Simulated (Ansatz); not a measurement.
Basis-set series for `CO[Si](O)(O)OC`. The species carries charge 0 and has multiplicity 1. Geometry: relaxed with PBE0-D4/def2-TZVP. It is one conformer, not always the lowest.

```tsv
functional	basis	functions	energy (Eh)	HOMO (eV)	LUMO (eV)
PBE0-D4	def2-TZVPP	340	-671.25546	-8.16	0.75
PBE0-D4	def2-QZVPP	652	-671.28859	-8.21	0.33
ωB97M-V	def2-TZVPP	340	-671.64221	-10.58	2.24
ωB97M-V	def2-QZVPP	652	-671.67366	-10.64	1.56
```

(1) Give the rows for def2-SVP. (Best estimate.)

Results:

(1) Ansatz gave: 
```csv
functional,basis,functions,energy (Eh),HOMO (eV),LUMO (eV)
PBE0-D4,def2-SVP,142,-670.67093,-7.97,1.42
ωB97M-V,def2-SVP,142,-671.04511,-10.38,3.10
```

Positive LUMOs are unbound and depend on the basis.
